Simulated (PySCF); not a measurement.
Start geometry of `FC(F)(C1[C@H](C)CCCN=1)F` from GFN2-xTB (Å):
```
atom  x, y, z in Å
C1     1.567    1.408    0.302
C2     0.463    0.558   -0.328
C3    -0.911    1.203   -0.113
C4    -2.019    0.216   -0.467
C5    -1.901   -1.013    0.433
N6    -0.572   -1.525    0.559
C7     0.432   -0.847    0.224
C8     1.766   -1.552    0.387
F9     1.643   -2.876    0.486
F10    2.587   -1.325   -0.656
F11    2.431   -1.146    1.483
H12    1.479    2.432   -0.056
H13    1.478    1.413    1.386
H14    2.555    1.043    0.038
H15    0.661    0.473   -1.405
H16   -1.007    1.493    0.937
H17   -0.992    2.106   -0.720
H18   -1.915   -0.088   -1.510
H19   -3.000    0.675   -0.340
H20   -2.513   -1.841    0.065
H21   -2.241   -0.790    1.450
```

Q: What comes out of this run: PBE0-D3(BJ)/def2-SVP geometry optimisation, gas phase in PySCF?

A: 
```
atom  x, y, z in Å
C1     1.8248    1.4790    0.2546
C2     0.7348    0.5836   -0.3326
C3    -0.6460    1.2144   -0.1669
C4    -1.7433    0.2189   -0.4981
C5    -1.6217   -0.9916    0.4141
N6    -0.2865   -1.5178    0.5597
C7     0.7209   -0.8273    0.2301
C8     2.0670   -1.5206    0.3978
F9     1.9545   -2.8267    0.5573
F10    2.8356   -1.3038   -0.6823
F11    2.7298   -1.0351    1.4569
H12    1.7321    2.4906   -0.1690
H13    1.7260    1.5605    1.3477
H14    2.8351    1.1131    0.0303
H15    0.9433    0.4669   -1.4136
H16   -0.7592    1.5518    0.8793
H17   -0.7146    2.1165   -0.7947
H18   -1.6469   -0.1019   -1.5501
H19   -2.7417    0.6718   -0.3956
H20   -2.2639   -1.8191    0.0704
H21   -1.9809   -0.7530    1.4323
```

The energy falls by 0.061 eV over 7 energy and gradient evaluations, the largest force component goes from 0.0173 to 3.7e-04 Eh/bohr, and the atoms move by 0.033 Å rms after alignment. Among the bonds, C5–N6, C8–F9, C1–H12, C1–H13, C3–H16 and C4–H18 change most and about equally (-0.013 to +0.013 Å). Bonds longer at the end by more than 0.005 Å: 13 of 21; shorter: 4. Rotational constants go from 1776, 891.4, 692.1 to 1761, 891.7, 689.9 MHz. The orientation of the end geometry is arbitrary; only internal coordinates are fixed.

The run used 204 basis functions and 49 SCF cycles in all. Hardware: an Arm Neoverse V1 with one thread, no GPU, on a shared host. Cost: 2.8 min of wall time, 0.97 GiB resident at most.

PBE0-D3(BJ)/def2-SVP frequencies: not computed here. The numbers are those of one conformer.
